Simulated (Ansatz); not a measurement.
A single point on CH5ClGeOSi (`Cl[SiH2][GeH]1[CH2][O]1`).

```yaml
crystal:
  periodic: [false, false, false]
  atoms:
    - {symbol: Cl, position_ang: [-1.622882, -0.337721, 2.124575]}
    - {symbol: Si, position_ang: [-1.547789, 0.866793, 0.464000]}
    - {symbol: Ge, position_ang: [0.268675, 0.125499, -0.857681]}
    - {symbol: C, position_ang: [1.488722, -1.161662, -0.142332]}
    - {symbol: O, position_ang: [1.803662, 0.177538, 0.168678]}
    - {symbol: H, position_ang: [-2.824810, 0.736915, -0.279463]}
    - {symbol: H, position_ang: [-1.365644, 2.269531, 0.906353]}
    - {symbol: H, position_ang: [0.537962, 0.707873, -2.250386]}
    - {symbol: H, position_ang: [1.169503, -1.778006, 0.698202]}
    - {symbol: H, position_ang: [2.175703, -1.657959, -0.828946]}
basis:
  gaussian: {orbitals: def2-QZVPP}
correlation: {method: mp2}
```

```sh
$ ansatz run in.yaml --threads 4 --pin off --events-out ev --progress --plain --max-ram 10444MiB
```

Shortened log:

```
Functional definition: HF
3008 factors; integrals over basis functions are off by at most 8.0e-4 eV
mean field evaluation 1: about -79985.3616 eV, gradient 4.2e1 eV
mean field evaluation 2: about -79985.5459 eV, gradient 4.2e1 eV
mean field evaluation 4: about -79989.9887 eV, gradient 4.6e0 eV
mean field evaluation 8: about -79990.0782 eV, gradient 4.3e-1 eV
mean field evaluation 16: about -79990.0796 eV, gradient 2.4e-6 eV
mean field -79990.07959756 eV, -2939.5812059871 hartree, gradient 2.4e-6 eV, S^2 0.000000; 0 other end points of the search recorded, 0 dependent functions left out
21 core orbitals not correlated: weight in the atoms' cores, before any rotation towards them, 1.000 or more for the frozen orbitals, at most 0.000 for the correlated occupied ones
reference -79990.07959756 eV, -2939.5812059871 hartree; 20, 20 occupied and 452, 452 virtual orbitals, 3008 factors
second order -35.26974271 eV of doubles, -0.00000000 eV of singles
Total energy: -80025.34934027 eV, -2940.8773451248 hartree
```

It took 24 s on 4 threads of an Arm Neoverse V2 on a shared host, with 3.2 GiB of host memory at the peak.
